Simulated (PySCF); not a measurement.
## Computed properties of GeH₃, SMILES [GeH3]

GeH₃, SMILES [GeH3] (connectivity only; charge and spin as stated), charge +1, multiplicity 1. Coordinates come from a r2SCAN-D4/def2-TZVPD optimisation. The spin state was assumed, not searched. The isomer is the one that the SMILES or the coordinates give; other isomers of the formula were not compared. Other conformers were not sampled. All values are computed for the isolated molecule unless a solvent is named; none is compared with measurement here.

**Structure.** The optimised structure has D3h symmetry. All 6 harmonic modes at r2SCAN-D4/def2-TZVPD (PySCF) are real, so it is a minimum.

**Vibrations.** The strongest infrared lines (harmonic, unscaled, degenerate partners summed) lie at 853 cm⁻¹ (65 km/mol, H 98 %), 804 cm⁻¹ (19 km/mol, H 96 %). The softest mode is at 804 cm⁻¹ and the zero-point energy is 13.2 kcal/mol.

**Electronic structure.** M06-2X/def2-TZVPD (PySCF) places the frontier levels at -18.45 and -9.21 eV, a gap of 9.24 eV and a mean polarisability of 22.3 bohr³. PBE/def2-TZVPD (PySCF) at the same geometry gives -15.98 and -11.08 eV, so its gap is 4.34 eV narrower. An orbital gap is neither the optical nor the fundamental gap.

**Excitations.** TDA-CAM-B3LYP/def2-TZVPD (PySCF) has S1 at 5.41 eV (229 nm, f = 0.000, dark); the most intense of the 10 singlets computed lies at 12.15 eV (f = 1.23). Strengths of degenerate partners are summed. T1 (TDA) is at 4.75 eV, 0.66 eV under S1. TDA-PBE/def2-TZVPD (PySCF) puts S1 at 5.15 eV. No vertical singlet excitation falls in the visible range (under 3.1 eV).

**NMR.** GIAO shifts at PBE0/pcSseg-2 (PySCF) (non-relativistic, atoms alike by connectivity averaged): ¹H at 9.3 ppm against TMS.
